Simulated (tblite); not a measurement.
Compound: C4H9BrSSi2.
SMILES with atom numbers: `[CH2:1]=[CH:2][SiH2:3][S:4][Si@H:5]([Br:6])[CH:7]=[CH2:8]` (hydrogens: H9, H10 on C1; H11 on C2; H12, H13 on Si3; H14 on Si5; H15 on C7; H16, H17 on C8)

Computed with GFN2-xTB (tblite), gas phase: L-BFGS steps from a force-field or distance-geometry start until the largest atomic force falls under 0.01 eV/Å.

Step 112: E = -651.8678 eV
```
atom  x, y, z in Å  |  force x, y, z in eV/Å
C1      3.6022   -0.1821    0.9357    0.003  -0.012  -0.007
C2      3.3998    0.1040   -0.3416    0.020  -0.022   0.005
Si3     1.7352    0.2715   -1.1817    0.011  -0.006  -0.027
S4      0.2342   -0.3617    0.2426    0.004   0.007   0.043
Si5    -1.5636    0.6407   -0.3410    0.048  -0.004  -0.009
Br6    -1.2418    2.8503   -0.3111   -0.028   0.014  -0.007
C7     -2.8572    0.2088    0.9361   -0.003  -0.021   0.006
C8     -4.1404    0.0650    0.6509   -0.010  -0.017  -0.008
H9      2.7827   -0.3567    1.6146   -0.003   0.018  -0.014
H10     4.5929   -0.2611    1.3571   -0.014  -0.008   0.012
H11     4.2584    0.2571   -0.9848   -0.014   0.024   0.013
H12     1.4376    1.6464   -1.5704    0.007  -0.023   0.005
H13     1.5984   -0.6519   -2.3063   -0.023   0.015  -0.025
H14    -1.9335    0.3594   -1.7167    0.019   0.000  -0.016
H15    -2.5210    0.0699    1.9558   -0.002   0.022   0.009
H16    -4.8736   -0.1751    1.4044   -0.010  -0.013  -0.001
H17    -4.5174    0.1770   -0.3535   -0.004   0.025   0.021
```

Step 113: E = -651.8683 eV
```
atom  x, y, z in Å  |  force x, y, z in eV/Å
C1      3.5959   -0.1804    0.9358    0.008  -0.041   0.006
C2      3.4000    0.1026   -0.3428    0.003  -0.018  -0.004
Si3     1.7369    0.2706   -1.1869    0.021  -0.003  -0.006
S4      0.2369   -0.3568    0.2417    0.007   0.006   0.042
Si5    -1.5624    0.6434   -0.3396    0.050  -0.007  -0.028
Br6    -1.2482    2.8528   -0.3146   -0.018   0.034  -0.001
C7     -2.8540    0.2086    0.9375   -0.043  -0.031   0.023
C8     -4.1376    0.0623    0.6524    0.028  -0.002   0.013
H9      2.7734   -0.3593    1.6090   -0.020   0.028   0.005
H10     4.5837   -0.2599    1.3630   -0.002  -0.004   0.013
H11     4.2626    0.2544   -0.9798   -0.006   0.035  -0.011
H12     1.4424    1.6459   -1.5753    0.003  -0.019   0.001
H13     1.5975   -0.6549   -2.3082   -0.023   0.009  -0.036
H14    -1.9314    0.3656   -1.7165    0.016  -0.011  -0.012
H15    -2.5189    0.0687    1.9579    0.003   0.019  -0.009
H16    -4.8682   -0.1815    1.4072   -0.016  -0.010  -0.010
H17    -4.5152    0.1793   -0.3507   -0.011   0.015   0.015
```

Step 114: E = -651.8688 eV
```
atom  x, y, z in Å  |  force x, y, z in eV/Å
C1      3.5925   -0.1808    0.9354    0.019  -0.042  -0.019
C2      3.4009    0.1019   -0.3441   -0.001  -0.017   0.009
Si3     1.7385    0.2707   -1.1900    0.015  -0.014   0.007
S4      0.2400   -0.3544    0.2438    0.017   0.015   0.022
Si5    -1.5603    0.6430   -0.3378    0.020  -0.001  -0.017
Br6    -1.2526    2.8548   -0.3204   -0.015   0.020   0.004
C7     -2.8529    0.2073    0.9404    0.001  -0.014  -0.007
C8     -4.1356    0.0615    0.6535   -0.006   0.004  -0.024
H9      2.7687   -0.3618    1.6050   -0.045   0.025   0.022
H10     4.5782   -0.2601    1.3664    0.014  -0.002   0.014
H11     4.2660    0.2556   -0.9769   -0.007   0.035  -0.019
H12     1.4460    1.6466   -1.5765   -0.001  -0.015  -0.002
H13     1.5953   -0.6548   -2.3115   -0.021   0.014  -0.027
H14    -1.9318    0.3660   -1.7150    0.021  -0.016   0.000
H15    -2.5201    0.0673    1.9610    0.014   0.014   0.000
H16    -4.8668   -0.1828    1.4072   -0.023  -0.011  -0.008
H17    -4.5127    0.1813   -0.3505   -0.001   0.006   0.044
```

Step 115: E = -651.8692 eV
```
atom  x, y, z in Å  |  force x, y, z in eV/Å
C1      3.5908   -0.1802    0.9343    0.012  -0.039  -0.015
C2      3.4022    0.1005   -0.3461   -0.004  -0.018   0.009
Si3     1.7400    0.2675   -1.1936    0.008  -0.006   0.021
S4      0.2434   -0.3507    0.2474    0.023   0.021   0.008
Si5    -1.5576    0.6449   -0.3349   -0.006   0.000  -0.008
Br6    -1.2576    2.8586   -0.3171   -0.010   0.007   0.005
C7     -2.8528    0.2048    0.9409    0.010   0.003   0.003
C8     -4.1356    0.0602    0.6527    0.008   0.008  -0.009
H9      2.7652   -0.3600    1.6020   -0.045   0.022   0.022
H10     4.5750   -0.2576    1.3687    0.020  -0.003   0.013
H11     4.2689    0.2548   -0.9764   -0.009   0.033  -0.025
H12     1.4498    1.6449   -1.5789   -0.003  -0.024  -0.005
H13     1.5917   -0.6597   -2.3134   -0.019   0.019  -0.020
H14    -1.9286    0.3691   -1.7126    0.025  -0.017   0.003
H15    -2.5214    0.0662    1.9629    0.009   0.005  -0.024
H16    -4.8679   -0.1861    1.4047   -0.018  -0.009  -0.006
H17    -4.5124    0.1842   -0.3505    0.000   0.000   0.026
```

**Question.** Estimate the geometry and energy of step 116. (The exact step hangs on the optimiser's Hessian estimate; all steps are aligned on step 115, rigid shifts and turns removed.)

**Answer.** E = -651.8697 eV, largest force 0.042 eV/Å
```
atom  x, y, z in Å  |  force x, y, z in eV/Å
C1      3.5894   -0.1806    0.9336    0.011  -0.024  -0.006
C2      3.4026    0.0993   -0.3472   -0.005  -0.019   0.007
Si3     1.7412    0.2647   -1.1973    0.001  -0.021   0.033
S4      0.2474   -0.3473    0.2506    0.023   0.028  -0.002
Si5    -1.5541    0.6469   -0.3321   -0.032   0.002   0.016
Br6    -1.2651    2.8630   -0.3106   -0.003  -0.008   0.004
C7     -2.8523    0.2027    0.9412    0.016   0.022  -0.032
C8     -4.1352    0.0602    0.6517    0.009  -0.003   0.007
H9      2.7621   -0.3554    1.6011   -0.038   0.011   0.014
H10     4.5727   -0.2573    1.3709    0.012  -0.002   0.004
H11     4.2699    0.2543   -0.9766   -0.004   0.025  -0.025
H12     1.4517    1.6414   -1.5838   -0.006  -0.014  -0.009
H13     1.5882   -0.6644   -2.3158   -0.014   0.028  -0.005
H14    -1.9224    0.3718   -1.7102    0.023  -0.018  -0.006
H15    -2.5224    0.0646    1.9631    0.015  -0.006  -0.005
H16    -4.8686   -0.1886    1.4023   -0.010  -0.003  -0.005
H17    -4.5122    0.1860   -0.3507    0.002   0.001   0.010
```

The energy changes by -0.0005 eV. The first-order estimate −F·Δx gives -0.0007 eV and the mean of the old and new forces, exact on a quadratic surface, -0.0005 eV. The step makes an angle of 73° with the force vector and moves no atom by more than 0.011 Å.

What follows is the cost of the whole relaxation. On one thread of an Arm Neoverse N1, no GPU, shared host with 64 logical CPUs at a one-minute load of 56, this took 4.0 s.
